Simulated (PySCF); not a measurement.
# One molecule, several mistakes: AlB2GeH5

These are calculations, not measurements. The program is PySCF 2.14.0, an open-source quantum chemistry code, run on an isolated molecule that a program drew, which may never have been made. The molecule is AlB2GeH5 (charge 0, singlet), drawn as the SMILES string `[BH2][GeH]([BH2])[Al]`.

Each row is a Hartree-Fock (HF) and frozen-core CCSD(T) single point in the cc-pV(D+d)Z basis, meant for a local HF minimum. Run 1 is clean. Each other run has one planted mistake out of seven kinds, and not every kind appears here: one electron removed, one electron added, multiplicity raised by two, geometry at a saddle point, minimal basis STO-3G, one bond length entered in bohr, all coordinates scaled. The reference is restricted for singlets and unrestricted otherwise, and also for a bond in bohr. Adding or removing an electron swaps singlet and doublet. Electrons count all cores. HOMO and LUMO are orbital energies over both spins, the gradient is its largest component, and the lowest frequency (negative if imaginary) is given only where the gradient is small. Bond lengths are over the 8 bonds as drawn. T1 is the CCSD diagnostic: over 0.02 (restricted) or 0.045 (unrestricted) a single reference is doubtful. Germanium has the cc-pVDZ-PP basis, with a core potential (ECP10MDF) in place of its 10 inner electrons, and its 3s, 3p and 3d shells are frozen in CCSD(T).

Geometry of the clean run:
```xyz
9
AlB2GeH5, angstrom
B     1.8325    0.4550    1.0065
Ge    0.0051   -0.3935    1.4119
B    -1.5719    0.9243    1.4191
Al   -0.4744   -2.1902   -0.5047
H     1.9131    1.3387    0.1968
H     2.8464    0.0518    1.5065
H     0.0347   -1.2884    2.6755
H    -2.5099    0.7902    2.1556
H    -1.6010    1.8232    0.6227
```

| run | electrons | basis functions | <S^2> | HOMO (eV) | LUMO (eV) | gradient (hartree/bohr) | lowest frequency (cm^-1) | mean bond (Å) | longest bond (Å) | T1 | HF (hartree) | CCSD(T) (hartree) | mistake |
|---|---|---|---|---|---|---|---|---|---|---|---|---|---|
| 1 | 60 | 99 | 0.000 | -7.16 | 0.23 | 3.1e-05 | 87 | 1.6416 | 2.671 | 0.0236 | -587.49802 | -587.88146 | no fault |
| 2 | 60 | 99 | 1.174 | -7.33 | 0.20 | 1.5e-02 | - | 1.8701 | 3.884 | 0.0477 | -587.41099 | -587.76395 | one bond length entered in bohr |
| 3 | 61 | 99 | 0.847 | -0.93 | 5.17 | 1.5e-02 | - | 1.6416 | 2.671 | 0.0459 | -587.50979 | -587.91279 | one electron added |
| 4 | 60 | 99 | 0.000 | -7.21 | 0.25 | 2.3e-02 | - | 1.5743 | 2.561 | 0.0240 | -587.48644 | -587.86910 | all coordinates scaled |
| 5 | 59 | 99 | 0.798 | -13.77 | -5.64 | 2.2e-02 | - | 1.6416 | 2.671 | 0.0208 | -587.26451 | -587.60970 | one electron removed |
| 6 | 60 | 99 | 2.040 | -6.23 | -0.44 | 8.5e-03 | - | 1.6416 | 2.671 | 0.0311 | -587.46494 | -587.82582 | ? |

**Which mistake was planted in run 6, and what did it cost?**

Electrons, basis and geometry are unchanged, and <S^2> is 2.040, beside S(S+1) = 2.00 for a multiplicity of 3. So the mistake is: multiplicity raised by two. Subtracting run 1 and multiplying by 627.51 kcal/mol a hartree, the energy moved by 20.8 kcal/mol in HF and 34.9 kcal/mol in CCSD(T).

Cautions from the logs. Run 1: T1 is over the limit, so its CCSD(T) energy is less reliable; run 2: T1 is over the limit, so its CCSD(T) energy is less reliable; run 3: T1 is over the limit, so its CCSD(T) energy is less reliable; run 4: T1 is over the limit, so its CCSD(T) energy is less reliable.
